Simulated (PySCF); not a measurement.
Compound: C5H12Si.
Numbering: `[CH2:1]1[CH2:2][CH2:3][SiH2:4][CH2:5][CH2:6]1`

Geometry (PBE0-D3(BJ)/def2-SVP, Å), atoms numbered from 1 in this order:
```xyz
18
C5H12Si angstrom
C     -0.7033   -1.2813   -0.1884
C      0.7912   -1.3043    0.1372
C      1.5729   -0.1144   -0.4331
Si     0.8088    1.5160    0.1312
C     -1.0469    1.2644   -0.1007
C     -1.4742   -0.1115    0.4259
H     -0.8352   -1.2656   -1.2864
H     -1.1564   -2.2249    0.1570
H      1.2258   -2.2473   -0.2361
H      0.9135   -1.3333    1.2356
H      1.5410   -0.1400   -1.5374
H      2.6378   -0.1712   -0.1542
H      1.3250    2.6840   -0.6514
H      1.1165    1.7552    1.5798
H     -1.2676    1.3360   -1.1812
H     -1.6228    2.0686    0.3856
H     -1.3470   -0.1417    1.5238
H     -2.5530   -0.2590    0.2471
```

NICS is the negative of the GIAO shielding at a point without a nucleus: at the ring centre (0) and 1 Å above and below it (1); zz is the component along the ring normal. Level: GIAO CAM-B3LYP/pcSseg-1 (PySCF, non-relativistic, gas phase) on the PBE0-D3(BJ)/def2-SVP geometry, one conformer.

Ring bond lengths (Å): C1–C2 1.530, C2–C3 1.534, C3–Si4 1.887, Si4–C5 1.887, C5–C6 1.534, C6–C1 1.530.

Give the NICS values of each ring in ppm.

| ring | type | NICS(0) | NICS(1), two faces | NICS(1)zz, two faces | rms pucker (Å) | centre to ring atoms, mean (Å) |
| --- | --- | --- | --- | --- | --- | --- |
| C1–C2–C3–Si4–C5–C6 | 6-membered ring with Si; formal bonds all single | -1.5 | -1.5 / -1.9 | 3.6 / 4.2 | 0.24 | 1.59 |

What can be read from them?

- C1–C2–C3–Si4–C5–C6: mean NICS(1)zz 3.9 ppm, deshielded. C1, C2, C3, Si4, C5, C6 have four or more neighbours, and the NICS criterion for π rings isn't applied.

At the first NICS(1) probe listed for ring C1–C2–C3–Si4–C5–C6, 1 Å off the ring, how large is the induced field along the normal in 7.05 T applied along it?

NICSzz × B0 = 3.6 ppm × 7.05 T = 25 μT, along the applied field.

What are the shieldings of the ring atoms and their hydrogens in the same run (means over atoms taken as equivalent)?

| atoms | environment | σ isotropic (ppm) | principal values of the symmetric part, first atom (ppm) |
| --- | --- | --- | --- |
| C1 | ring CH2 carbon | 150.7 | 145.9, 152.5, 153.8 |
| C2 (×2) | ring CH2 carbon | 155.1 | 148.3, 153.4, 163.6 |
| C3 (×2) | sp3 carbon bound to silicon | 172.7 | 155.7, 178.9, 183.5 |
| Si4 | SiH2 silicon | 385.2 | 361.3, 376.8, 417.6 |
| H7 (×2) | methylene hydrogen | 30.02 | 26.8, 28.7, 35.3 |
| H9 (×4) | methylene hydrogen | 29.74 | 23.9, 28.0, 36.4 |
| H11 (×4) | methylene hydrogen | 30.70 | 27.3, 28.4, 36.7 |
| H13 (×2) | Si–H hydrogen | 27.37 | 24.3, 24.7, 33.0 |

How do the values depend on the level or the medium?

| level | NICS(0), C1–C2–C3–Si4–C5–C6 | mean NICS(1)zz, C1–C2–C3–Si4–C5–C6 |
| --- | --- | --- |
| CAM-B3LYP/pcSseg-1, gas | -1.5 | 3.9 |
| PBE0/pcSseg-1, gas | -1.6 | 4.0 |

The geometry is the same throughout.

The run took 20 s wall on Intel Xeon 6975P-C, one thread (shared host), and the process peaked at 0.99 GiB of memory. This is the whole shielding run at CAM-B3LYP/pcSseg-1, SCF included.
